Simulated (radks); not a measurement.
Neutral phosphorus inside a hard spherical wall (all orbitals vanish at R), configuration held at [Ne] 3s2 3p3 and not refilled when levels cross. All-electron calculation, scalar-relativistic Kohn-Sham, PBE, spin-polarised, spherical densities, point nucleus; open shells are filled with parallel spins first. Program: a radial shooting solver on a logarithmic mesh with Libxc functionals. Eigenvalues in eV for spin up, with the zero of energy where the potential of the charges vanishes at infinity; a dash marks a level that is unbound or too diffuse for the functional's potential to be trusted. A positive occupied level is held by the wall or, in an anion where self-interaction has pushed it up, behind a barrier. The pressure on the wall is -dE/dV.

R (bohr),E (hartree),kinetic (hartree),e(2s),e(2p),e(3s),e(3p),"e(4s, empty)","e(4p, empty)",pressure (GPa)
free,-341.97091,343.053,-173.64,-124.19,-14.802,-6.283,-,-,0
20,-341.97091,343.053,-173.64,-124.19,-14.802,-6.283,-,-,< 0.0001
15,-341.97091,343.053,-173.64,-124.19,-14.802,-6.283,-0.463,0.541,< 0.0001
6,-341.95549,343.162,-172.87,-123.43,-14.287,-5.719,4.951,8.888,1.37
4,-341.70683,344.358,-167.54,-118.07,-10.745,-1.430,24.220,31.439,57.8
3.5,-341.40540,345.542,-163.48,-113.97,-7.686,2.294,38.470,46.766,168
1.5,-320.85115,396.218,-91.809,-39.928,131.92,145.66,465.66,448.85,51600
